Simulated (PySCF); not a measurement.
# Excitation energy of Cr²⁺ by level of theory

Cr²⁺ [Ar] 3d4 (5D) → Cr²⁺ [Ar] 3d3 4p1 (high-spin determinant), as a difference of total energies. Computed with PySCF 2.14 in dyall-av2z, with the non-relativistic Hamiltonian (point nucleus). Correlated levels: valence: [Ar] frozen; virtual orbitals above 40 to 60 times the deepest correlated orbital energy dropped. The calculations carry no spin-orbit coupling.

| method | excitation energy (eV) |
| --- | --- |
| UHF | 11.391 |
| LDA | 12.266 |
| PBE | 11.910 |
| PBE0 | 11.978 |
| r2SCAN | 11.806 |
| B2PLYP | 11.843 |
| CAM-B3LYP | 12.007 |
| M06-L | 12.128 |
| B97-3 | 11.933 |
| MP2 (valence) | 11.800 |
| SCS-MP2 (valence) | 11.527 |

**Question.** How much does correlation contribute at MP2 (valence)?

**Answer.** 11.800 − (11.391) = 0.409 eV, measured against UHF.

A first-order spin-orbit estimate (lowest level to lowest level, LS coupling) adds -0.047 eV.

The determinant of the upper state mixes LS terms, which raises its energy above the lowest term, most at the Hartree-Fock and MP2 levels.
